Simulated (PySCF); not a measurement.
# Atomic charges against the basis set

Compound: C3H9BO.
SMILES with atom numbers: `[BH2:1][O:2][CH2:3][CH2:4][CH3:5]` (hydrogens: H6, H7 on B1; H8, H9 on C3; H10, H11 on C4; H12, H13, H14 on C5)

PBE0 throughout (PySCF), one geometry, spherical d and f functions. The structure is a single PBE0-D3(BJ)/def2-SVP conformer in the gas phase; no vibrational or solvent corrections. Atoms taken as equivalent share a column and are averaged. The first 7 of 9 kinds of atom are listed.

Mulliken charges (e):

| basis | functions | B1 | O2 | C3 | C4 | C5 | H6/H7 | H8/H9 |
| --- | --- | --- | --- | --- | --- | --- | --- | --- |
| STO-3G | 34 | +0.161 | -0.221 | -0.032 | -0.146 | -0.232 | -0.063 | +0.089 |
| 6-31G | 63 | +0.301 | -0.501 | -0.062 | -0.324 | -0.504 | -0.061 | +0.171 |
| pcSseg-0 | 63 | +0.280 | -0.618 | -0.093 | -0.558 | -0.657 | -0.024 | +0.238 |
| 6-31G* | 88 | +0.162 | -0.359 | -0.068 | -0.343 | -0.538 | -0.046 | +0.167 |
| cc-pVDZ | 115 | +0.065 | -0.147 | +0.141 | -0.122 | -0.100 | -0.075 | +0.038 |
| def2-SVP | 115 | +0.095 | -0.217 | +0.170 | -0.125 | -0.100 | -0.070 | +0.035 |
| pcSseg-1 | 130 | +0.264 | -0.466 | +0.082 | -0.299 | -0.302 | -0.059 | +0.113 |
| 6-311+G(2d,p) | 189 | +0.151 | -0.206 | -0.277 | -0.028 | -0.598 | -0.019 | +0.138 |
| aug-cc-pVDZ | 196 | -0.941 | -0.548 | +1.130 | +0.365 | +0.433 | +0.524 | -0.331 |
| def2-TZVP | 209 | +0.038 | -0.214 | -0.027 | -0.181 | -0.379 | -0.011 | +0.097 |
| IGLO-III | 265 | +0.315 | -0.354 | -0.051 | -0.203 | -0.368 | -0.081 | +0.110 |
| cc-pVTZ | 276 | +0.015 | -0.182 | +0.056 | -0.172 | -0.307 | -0.028 | +0.076 |
| pcSseg-2 | 306 | +0.371 | -0.464 | +0.198 | -0.027 | -0.077 | -0.095 | +0.018 |

IAO charges (e):

```
        basis  functions      B1      O2      C3      C4      C5   H6/H7   H8/H9
       STO-3G         34  +0.079  -0.222  -0.112  -0.265  -0.391  -0.019  +0.133
        6-31G         63  +0.105  -0.332  -0.071  -0.263  -0.433  -0.008  +0.140
     pcSseg-0         63  +0.098  -0.319  -0.063  -0.275  -0.426  -0.012  +0.139
       6-31G*         88  +0.143  -0.349  -0.038  -0.254  -0.413  -0.020  +0.130
      cc-pVDZ        115  +0.121  -0.339  -0.037  -0.252  -0.412  -0.015  +0.130
     def2-SVP        115  +0.130  -0.337  -0.033  -0.247  -0.402  -0.020  +0.127
     pcSseg-1        130  +0.130  -0.347  -0.039  -0.253  -0.412  -0.016  +0.131
6-311+G(2d,p)        189  +0.132  -0.352  -0.042  -0.259  -0.425  -0.015  +0.134
  aug-cc-pVDZ        196  +0.125  -0.348  -0.041  -0.257  -0.423  -0.014  +0.133
    def2-TZVP        209  +0.135  -0.353  -0.040  -0.260  -0.425  -0.016  +0.133
     IGLO-III        265  +0.133  -0.353  -0.042  -0.260  -0.426  -0.015  +0.134
      cc-pVTZ        276  +0.133  -0.352  -0.041  -0.260  -0.426  -0.016  +0.133
     pcSseg-2        306  +0.136  -0.354  -0.041  -0.260  -0.425  -0.017  +0.133
```

Hirshfeld charges (e):

| basis | functions | B1 | O2 | C3 | C4 | C5 | H6/H7 | H8/H9 |
| --- | --- | --- | --- | --- | --- | --- | --- | --- |
| STO-3G | 34 | +0.116 | -0.099 | +0.076 | -0.011 | -0.038 | -0.082 | +0.019 |
| 6-31G | 63 | +0.139 | -0.151 | +0.032 | -0.054 | -0.097 | -0.065 | +0.038 |
| pcSseg-0 | 63 | +0.142 | -0.134 | +0.032 | -0.052 | -0.098 | -0.072 | +0.037 |
| 6-31G* | 88 | +0.144 | -0.145 | +0.029 | -0.057 | -0.098 | -0.066 | +0.037 |
| cc-pVDZ | 115 | +0.142 | -0.127 | +0.020 | -0.065 | -0.105 | -0.069 | +0.039 |
| def2-SVP | 115 | +0.147 | -0.134 | +0.021 | -0.066 | -0.108 | -0.070 | +0.040 |
| pcSseg-1 | 130 | +0.157 | -0.146 | +0.018 | -0.070 | -0.110 | -0.068 | +0.041 |
| 6-311+G(2d,p) | 189 | +0.164 | -0.160 | +0.011 | -0.075 | -0.111 | -0.065 | +0.044 |
| aug-cc-pVDZ | 196 | +0.157 | -0.153 | +0.008 | -0.079 | -0.119 | -0.063 | +0.045 |
| def2-TZVP | 209 | +0.159 | -0.153 | +0.011 | -0.074 | -0.115 | -0.065 | +0.043 |
| IGLO-III | 265 | +0.160 | -0.155 | +0.007 | -0.078 | -0.118 | -0.063 | +0.044 |
| cc-pVTZ | 276 | +0.157 | -0.147 | +0.011 | -0.074 | -0.115 | -0.066 | +0.043 |
| pcSseg-2 | 306 | +0.161 | -0.155 | +0.007 | -0.078 | -0.119 | -0.064 | +0.044 |

Some averages cover members that differ in this geometry, most widely: H6/H7, Mulliken in aug-cc-pVDZ +0.356 to +0.692; H6/H7, Mulliken in pcSseg-1 -0.083 to -0.036; H6/H7, Mulliken in pcSseg-0 -0.043 to -0.005; H6/H7, Mulliken in cc-pVDZ -0.093 to -0.058 e.

Which scheme is steadiest as the basis changes?

Largest range over the bases for any column: Hirshfeld 0.08 e, IAO 0.13 e, Mulliken 1.41 e. Hirshfeld charges move least and Mulliken charges most, counted in e. Without the minimal STO-3G basis the ranges are Hirshfeld 0.03, IAO 0.04, Mulliken 1.41 e.

How much do the charges still move between the two largest bases, cc-pVTZ and pcSseg-2?

At most, over all atoms: Mulliken 0.356 e, IAO 0.003 e, Hirshfeld 0.008 e.

What do the same runs give for the total energy, the frontier levels and the dipole moment?

| basis | energy (Eh) | HOMO (eV) | LUMO (eV) | μ (D) |
| --- | --- | --- | --- | --- |
| STO-3G | -216.8484 | -5.98 | 3.53 | 2.13 |
| 6-31G | -219.5010 | -8.27 | 0.11 | 2.09 |
| pcSseg-0 | -219.0646 | -8.41 | -0.08 | 2.23 |
| 6-31G* | -219.5638 | -8.31 | 0.25 | 1.88 |
| cc-pVDZ | -219.5767 | -8.36 | -0.06 | 1.87 |
| def2-SVP | -219.4083 | -8.40 | -0.10 | 1.94 |
| pcSseg-1 | -219.5420 | -8.50 | -0.24 | 1.91 |
| 6-311+G(2d,p) | -219.6319 | -8.50 | -0.46 | 1.82 |
| aug-cc-pVDZ | -219.5893 | -8.48 | -0.47 | 1.81 |
| def2-TZVP | -219.6492 | -8.48 | -0.32 | 1.80 |
| IGLO-III | -219.6562 | -8.50 | -0.42 | 1.80 |
| cc-pVTZ | -219.6448 | -8.47 | -0.26 | 1.81 |
| pcSseg-2 | -219.6514 | -8.49 | -0.39 | 1.81 |

The dipole is fixed by the density alone, so its range of 0.43 D shows that the density itself changes with the basis, not only its division among atoms.
